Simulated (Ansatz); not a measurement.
Ideal-gas functions of CH4AlBO, SMILES `C[B]1[O][AlH]1` at 800 K and 1 bar, from an Ansatz frequency run at PBE0-D4/def2-TZVP.

Molar mass 69.84 g/mol, point group Cs (symmetry number 1), electronic degeneracy 1, moments of inertia 24.228, 140.462, 161.597 u Å². Harmonic wavenumbers (cm⁻¹, unscaled): 76, 241, 256, 391, 407, 534, 614, 829, 837, 991, 1301, 1429, 1438, 1480, 1916, 3040, 3122, 3126.

Use S(trans) = R[1.5 ln M + 2.5 ln T − 1.1517]; rotational temperatures θ = 24.2544 K / I; S(rot) = R[ln(√π/σ · √(T³/θAθBθC)) + 1.5]; for each mode x = 1.438777 ν̃/T, S = R[x/(eˣ − 1) − ln(1 − e⁻ˣ)] and H = RT x/(eˣ − 1); 1 cm⁻¹ = 0.0119627 kJ/mol; R = 8.31446 J/(mol·K).

Problem. By hand: the entropy, in J/(mol·K).

Solution. Translation 182.3. Rotation: θ = 1.0011, 0.1727, 0.1501 K, giving 115.8. Vibration, mode by mode: 24.87, 15.33, 14.84, 11.41, 11.09, 8.96, 7.90, 5.72, 5.66, 4.53, 2.92, 2.43, 2.40, 2.26, 1.21, 0.23, 0.20, 0.20, in all 122.2. Electronic 0.0. Sum 420.3 J/(mol·K).

Problem. By hand: H − E and G − E in kJ/mol, counted from the electronic energy.

Solution. Zero-point energy ½ × 22028 × 0.0119627 = 131.8; thermal vibration 48.6; translation, rotation and pV give 4 RT = 26.6. H − E = 207.0 kJ/mol, and G − E = 207.0 − 800 × 420.3/1000 = -129.2 kJ/mol.

Vibration gives 29 % of the entropy, 24.9 J/(mol·K) of it from the mode under 150 cm⁻¹: soft modes count most, and the harmonic formula is weakest for them.
